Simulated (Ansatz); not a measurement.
Reaction (redistribution): `C[O][GeH]([F])[Cl]` + `[AlH2][SiH3]` → `C[O][GeH]([F])[AlH2]` + `[SiH3]Cl`

Calculated with Ansatz (gas phase, PBE0-D4/def2-TZVP geometries, no zero-point term in ΔE). CCSD(T)/CBS adds triple-zeta CCSD(T) − MP2 to the extrapolated MP2 energy (def2 sets, frozen cores). This one scheme is used for every species. Functionals use def2-TZVPP. B3LYP here is the variant with VWN-RPA as its local correlation; programs differ in this. HSE06 is defined as in plane-wave codes. For Ge outer-core shells are correlated without core-valence functions, which leaves a few kJ/mol of doubt a bond. Scalar relativity is left out up to krypton. One conformer a species, not always the lowest.

```json
{"level": "LDA (SPW92)", "ΔE (kJ/mol)": "-30.7", "difference from CCSD(T)/CBS": "8.9"}
{"level": "PBE-D4", "ΔE (kJ/mol)": "-32.6", "difference from CCSD(T)/CBS": "7.0"}
{"level": "revPBE-D4", "ΔE (kJ/mol)": "-31.6", "difference from CCSD(T)/CBS": "8.0"}
{"level": "BLYP-D4", "ΔE (kJ/mol)": "-41.4", "difference from CCSD(T)/CBS": "-1.8"}
{"level": "r2SCAN-D4", "ΔE (kJ/mol)": "-32.5", "difference from CCSD(T)/CBS": "7.1"}
{"level": "B97M-V", "ΔE (kJ/mol)": "-27.1", "difference from CCSD(T)/CBS": "12.5"}
{"level": "PBE0-D4", "ΔE (kJ/mol)": "-31.7", "difference from CCSD(T)/CBS": "7.9"}
{"level": "B3LYP-D4", "ΔE (kJ/mol)": "-40.4", "difference from CCSD(T)/CBS": "-0.8"}
{"level": "r2SCANh-D4", "ΔE (kJ/mol)": "-32.5", "difference from CCSD(T)/CBS": "7.1"}
{"level": "r2SCAN0-D4", "ΔE (kJ/mol)": "-32.5", "difference from CCSD(T)/CBS": "7.1"}
{"level": "HSE06-D4", "ΔE (kJ/mol)": "-31.4", "difference from CCSD(T)/CBS": "8.2"}
{"level": "BHLYP-D4", "ΔE (kJ/mol)": "-39.7", "difference from CCSD(T)/CBS": "-0.1"}
{"level": "ωB97X-V", "ΔE (kJ/mol)": "-35.7", "difference from CCSD(T)/CBS": "3.9"}
{"level": "ωB97M-V", "ΔE (kJ/mol)": "-41.4", "difference from CCSD(T)/CBS": "-1.8"}
{"level": "B2PLYP", "ΔE (kJ/mol)": "-40.3", "difference from CCSD(T)/CBS": "-0.7"}
{"level": "PBE-QIDH", "ΔE (kJ/mol)": "-33.2", "difference from CCSD(T)/CBS": "6.4"}
{"level": "PBE", "ΔE (kJ/mol)": "-33.7", "difference from CCSD(T)/CBS": "5.9"}
{"level": "revPBE", "ΔE (kJ/mol)": "-34.1", "difference from CCSD(T)/CBS": "5.5"}
{"level": "BLYP", "ΔE (kJ/mol)": "-43.7", "difference from CCSD(T)/CBS": "-4.1"}
{"level": "PBE0", "ΔE (kJ/mol)": "-32.6", "difference from CCSD(T)/CBS": "7.0"}
{"level": "B3LYP", "ΔE (kJ/mol)": "-42.2", "difference from CCSD(T)/CBS": "-2.6"}
{"level": "r2SCANh", "ΔE (kJ/mol)": "-32.8", "difference from CCSD(T)/CBS": "6.8"}
{"level": "r2SCAN0", "ΔE (kJ/mol)": "-32.8", "difference from CCSD(T)/CBS": "6.8"}
{"level": "HSE06", "ΔE (kJ/mol)": "-32.3", "difference from CCSD(T)/CBS": "7.3"}
{"level": "BHLYP", "ΔE (kJ/mol)": "-41.0", "difference from CCSD(T)/CBS": "-1.4"}
{"level": "CAM-B3LYP", "ΔE (kJ/mol)": "-42.1", "difference from CCSD(T)/CBS": "-2.5"}
{"level": "MP2/def2-SVP", "ΔE (kJ/mol)": "-23.8", "difference from CCSD(T)/CBS": "15.8"}
{"level": "CCSD/def2-SVP", "ΔE (kJ/mol)": "-22.7", "difference from CCSD(T)/CBS": "16.9"}
{"level": "CCSD(T)/def2-SVP", "ΔE (kJ/mol)": "-21.7", "difference from CCSD(T)/CBS": "17.9"}
{"level": "HF/def2-TZVPP", "ΔE (kJ/mol)": "-36.4", "difference from CCSD(T)/CBS": "3.2"}
{"level": "MP2/def2-TZVPP", "ΔE (kJ/mol)": "-38.2", "difference from CCSD(T)/CBS": "1.4"}
{"level": "SCS-MP2/def2-TZVPP", "ΔE (kJ/mol)": "-39.0", "difference from CCSD(T)/CBS": "0.6"}
{"level": "CCSD/def2-TZVPP", "ΔE (kJ/mol)": "-33.7", "difference from CCSD(T)/CBS": "5.9"}
{"level": "CCSD(T)/def2-TZVPP", "ΔE (kJ/mol)": "-32.4", "difference from CCSD(T)/CBS": "7.2"}
{"level": "HF/def2-QZVPP", "ΔE (kJ/mol)": "-36.7", "difference from CCSD(T)/CBS": "2.9"}
{"level": "MP2/def2-QZVPP", "ΔE (kJ/mol)": "-42.4", "difference from CCSD(T)/CBS": "-2.8"}
{"level": "SCS-MP2/def2-QZVPP", "ΔE (kJ/mol)": "-42.5", "difference from CCSD(T)/CBS": "-2.9"}
{"level": "HF/CBS(def2)", "ΔE (kJ/mol)": "-36.7", "difference from CCSD(T)/CBS": "2.9"}
{"level": "MP2/CBS(def2)", "ΔE (kJ/mol)": "-45.4", "difference from CCSD(T)/CBS": "-5.8"}
{"level": "CCSD/CBS(def2)", "ΔE (kJ/mol)": "-40.8", "difference from CCSD(T)/CBS": "-1.2"}
{"level": "CCSD(T)/CBS", "ΔE (kJ/mol)": "-39.6", "difference from CCSD(T)/CBS": "0"}
```

Largest T1 diagnostic among the species: 0.012.

At CCSD(T), def2-SVP lies +17.9 kJ/mol from the extrapolated value and def2-TZVPP +7.2 kJ/mol. Leaving LDA and LC-ωPBE aside and taking each functional with its dispersion term where it has one, the values spread over 14.3 kJ/mol, from ωB97M-V to B97M-V.
